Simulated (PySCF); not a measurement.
**A thermochemical cycle for BeI**

MP2 in PySCF with x2c-SVPall on every atom, spin-free X2C, for the lowest determinant that a PBE0 search found; no spin–orbit coupling. BeI, a doublet (σ ↑), has De = 2.65 eV to neutral atoms, and BeI⁺, a singlet (closed shell), has De = 3.04 eV to Be⁺ + I.

The adiabatic ionisation energy of BeI, between the minima, is 8.18 eV.

**Question.** Which ionisation energy of the Be atom does this level give?

**Answer.** IE(Be) = IE(molecule) + De(ion) − De(neutral) = 8.18 + 3.04 − 2.65 = 8.57 eV; the measured value is 9.323 eV (NIST ASD).

Correlated steps freeze 18 core orbitals. Correlated levels converge slowly with the basis: in double zeta they bind strong bonds too weakly, by up to about 1 eV, and carry superposition errors of some tenths. These are scalar-relativistic numbers at best; spin–orbit coupling would shift them, the dissociation energy most. For an ion De counts to the pair picked by the measured ionisation energies or electron affinities, which need not be the lowest pair at this level. Where the molecule has an RHF reference, its open-shell atoms are computed with UHF. States were picked by a PBE0 search and need not be the measured ground states.
